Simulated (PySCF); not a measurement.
## Radial density of Nb (niobium, neutral)

UHF, [Kr] 4d4 5s1, high-spin 6D determinant. Computed with PySCF 2.14 in x2c-QZVPPall (13s8p7d3f2g, 111 functions), with scalar relativity by spin-free X2C-1e.

```tsv
r (bohr)	4πr²ρ (e/bohr)	4πr²(ρα − ρβ)
0.0360	47.68	-0.0055
0.0606	45.07	-0.0093
0.102	62.76	0.0404
0.171	47.47	0.2303
0.288	43.89	0.3742
0.485	35.53	0.0344
0.816	10.48	0.4858
1.37	8.538	1.9904
2.31	2.293	1.6233
3.88	0.5653	0.5597
6.53	0.05899	0.0590
11.0	0.0005930	0.0006
```

Densities and radii are taken from the X2C orbitals without a picture-change correction, which distorts them close to the nucleus.

(1) Where is the radial spin density 4πr²(ρα − ρβ) most negative, and why is it negative at all?

Results:

(1) Around r = 0.0606 bohr, down to -0.0093 e/bohr: exchange with the open shell polarises the paired shells in an unrestricted calculation.
